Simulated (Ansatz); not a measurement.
A geometry relaxed with PBE0-D4/def2-TZVP in Ansatz (a program for electronic structure), charge 0, multiplicity 1:

```xyz
14

H     -1.2527     1.0353     1.4096
H      1.7676    -1.5761     0.4444
H      2.6686     1.0712     0.0944
H     -0.3908     0.1275    -2.1086
H      0.3911    -1.3727    -1.5756
O      2.1897     0.9128     0.9089
Si     1.1085    -0.3360     0.9351
H     -1.3679    -1.2129    -1.4902
H     -1.3935     1.6306    -0.2514
H     -2.3439     0.2293     0.2732
C     -1.3684     0.7237     0.3691
C     -0.4200    -0.6752    -1.3571
N     -0.3019    -0.1698    -0.0127
H      0.7137    -0.3877     2.3608
```

Q: Write the SMILES of this molecule.

A: `CN(C)[SiH2]O`
